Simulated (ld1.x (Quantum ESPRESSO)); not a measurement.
indium: one change to a TM semilocal potential, before and after

| Quantity | Value |
| --- | --- |
| Element | In |
| Generator | ld1.x (Quantum ESPRESSO) 7.5 |
| Type | norm-conserving Troullier–Martins (semilocal form) |
| Functional | Wu–Cohen |
| Relativity | scalar-relativistic |
| Frozen core | [Kr] 4d10 |
| Valence charge | 3 |
| Reference configuration | 5s1.75 5p1.25 |
| Partial waves | 5p (bound): rc 2.00 bohr; 5d channel at -0.15 Ry: rc 2.00 bohr; 5s (bound): rc 2.00 bohr |
| Local potential | the s channel |
| Core correction | none |

All-electron outer shells of the reference configuration (Wu–Cohen, scalar-relativistic, ld1.x):

```json
{"shell": "4p", "level (eV)": "-78.47", "outermost node (bohr)": "0.42", "outermost maximum (bohr)": "0.82"}
{"shell": "4d", "level (eV)": "-18.99", "outermost node (bohr)": "0.40", "outermost maximum (bohr)": "0.94"}
{"shell": "5s", "level (eV)": "-8.53", "outermost node (bohr)": "1.02", "outermost maximum (bohr)": "2.13"}
{"shell": "5p", "level (eV)": "-2.69", "outermost node (bohr)": "1.14", "outermost maximum (bohr)": "2.81"}
```

Change: reference 5s2 5p0.5.

Cutoffs: the cutoffs (Ry, on a coarse ladder) from which the occupation-weighted sum of valence levels, in a spherical-Bessel basis at the reference potential, stays within 10 and 1 mRy of its value at 400 Ry; they do not see the model core or the augmentation charge, which bear on the density cutoff. Errors are all-electron minus pseudo energies relative to the spin-unpolarised reference configuration.

Question: What does the change do?

Answer: The potential gets softer (21 Ry and 30 Ry → 18 Ry and 30 Ry); both files keep a bound ghost (d). A semilocal file is local in each channel, so a ghost entry of none says nothing of the separable form that plane-wave codes build from it.

```csv
quantity,base,changed
"cutoff, loose",21 Ry,18 Ry
"cutoff, tight",30 Ry,30 Ry
loose cutoff by channel (10 mRy a level),"p 6 Ry, s 8 Ry","p 8 Ry, s 8 Ry"
bound ghosts,d,d
"largest error over its own tests, meV",+82,+118
s: phases at 2.20 bohr within 0.05 rad from the reference energy up to (Ry; the scan ends near 5),3.7,3.5
p: phases at 2.20 bohr within 0.05 rad from the reference energy up to (Ry; the scan ends near 5),0.7,0.5
d: phases at 2.20 bohr within 0.05 rad from the reference energy up to (Ry; the scan ends near 5),0.3,0.3
```

 A true bound ghost makes a file unfit for plane-wave use even where its test errors are small: the radial tests pick states by their node count and pass the ghost by.
